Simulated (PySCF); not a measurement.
Isomers of C6H13O2P, one GFN2-xTB conformer each. Single-point energies are computed at PBE0/pcSseg-1 (PySCF, gas phase, no added dispersion term), electronic only.

**Question.** Rank them by PBE0/pcSseg-1 energy, lowest first (kcal/mol).
A. `[CH3:1][CH2:2][P:3]1(=[O:4])[CH2:5][CH2:6][O:7][CH2:8][CH2:9]1` with C1–C2–P3–O4 54°, C2–P3–C5–C6 -165°, P3–C5–C6–O7 63°, C5–C6–O7–C8 -70°, C6–O7–C8–C9 70°
B. `[CH3:1][O:2][C@@H:3]1[CH2:4][C@H:5]([CH3:6])[CH2:7][P@@H:8]1=[O:9]` with C1–O2–C3–C4 -175°, O2–C3–C4–C5 -161°, C3–C4–C5–C6 175°, C4–C5–C7–P8 -36°, C5–C7–P8–O9 136°
C. `[CH3:1][P@:2](=[O:3])([OH:4])[CH:5]1[CH2:6][CH2:7][CH2:8][CH2:9]1` with C1–P2–O4–H 125°, C1–P2–C5–C6 176°, P2–C5–C6–C7 152°, C5–C6–C7–C8 -42°, C6–C7–C8–C9 35°, C7–C8–C9–C5 -14°
D. `[CH3:1][O:2][C@@H:3]1[CH2:4][P@:5]([CH3:6])(=[O:7])[C@H:8]1[CH3:9]` with C1–O2–C3–C4 -73°, O2–C3–C4–P5 -135°, C3–C4–P5–C6 -93°, C4–P5–C8–C9 -137°, O2–C3–C8–P5 138°
E. `[CH2:1]=[CH:2][CH2:3][P@:4](=[O:5])([CH2:6][CH3:7])[CH2:8][OH:9]` with C1–C2–C3–P4 -120°, C2–C3–P4–O5 -58°, C3–P4–C6–C7 75°, C3–P4–C8–O9 -172°, P4–C8–O9–H 45°
F. `[CH2:1]=[CH:2][P@:3](=[O:4])([OH:5])[CH2:6][CH2:7][CH2:8][CH3:9]` with C1–C2–P3–O4 -5°, C2–P3–O5–H 113°, C2–P3–C6–C7 179°, P3–C6–C7–C8 178°, C6–C7–C8–C9 178°

**Answer.** C (0.0), F (21.0), A (27.1), D (42.5), B (43.2), E (45.9).

As drawn, the highest has a C=C bond outside aromatic rings, which the lowest lacks. Neighbours under 2.5 kcal/mol apart (CO[C@@H]1C[P@](C)(=O)[C@H]1C and CO[C@@H]1C[C@H](C)C[P@@H]1=O) can change places with a better method, another conformer or zero-point energy. GFN2-xTB itself gives, in the same order: 0.0, 31.9, 28.8, 44.2, 31.1, 58.0. Both levels put the same isomer lowest; measured from each level's own lowest isomer, the values differ by up to 12.1 kcal/mol (CO[C@@H]1C[C@H](C)C[P@@H]1=O: 31.1 against 43.2).

**Question.** Which frontier levels, dipoles and rotational constants go with these structures?

**Answer.** 
```csv
SMILES,"HOMO (eV, PBE0/pcSseg-1)",LUMO (eV),dipole (D),"A, B, C (MHz)"
C[P@](=O)(O)C1CCCC1,-7.69,0.99,2.49,"2545, 949.2, 854.3"
C=C[P@](=O)(O)CCCC,-7.85,-0.64,2.30,"3089, 609.2, 589.4"
CCP1(=O)CCOCC1,-7.40,1.03,3.07,"2620, 993.3, 907.5"
CO[C@@H]1C[P@](C)(=O)[C@H]1C,-7.32,1.01,4.70,"2222, 926.6, 810.8"
CO[C@@H]1C[C@H](C)C[P@@H]1=O,-6.99,0.70,4.24,"2241, 1042, 780.8"
C=CC[P@](=O)(CC)CO,-7.26,-0.08,3.47,"1639, 1047, 779.4"
```
